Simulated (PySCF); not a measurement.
**Working out the ionisation energy of As⁺**

As⁺ [Ar] 3d10 4s2 4p2 (3P) → As²⁺ [Ar] 3d10 4s2 4p1 (2P). Computed with PySCF 2.14 in x2c-TZVPall, with scalar relativity by spin-free X2C-1e. Frozen: [Ar] 3d10. Energies in hartree (1 hartree = 27.21139 eV):

```csv
part,As⁺ (lower),As²⁺ (upper)
UHF,-2258.663367,-2258.004112
CCSD correlation,-0.067720,-0.052714
(T),-0.001576,-0.000689
```

What does Hartree-Fock give?

(-2258.004112) − (-2258.663367) = 0.659255 hartree = 17.939 eV.

What do CCSD and CCSD(T) give?

The CCSD correlation energies differ by 0.015006 hartree = 0.408 eV and the triples by 0.000887 hartree = 0.024 eV, so CCSD gives 18.347 eV and CCSD(T) 18.371 eV.

Reference: 18.589 eV (measured; NIST Atomic Spectra Database, ionization energies), between the lowest levels; spin-orbit coupling is absent from the calculation.

What remains against the reference includes basis incompleteness, the frozen core and higher excitations.
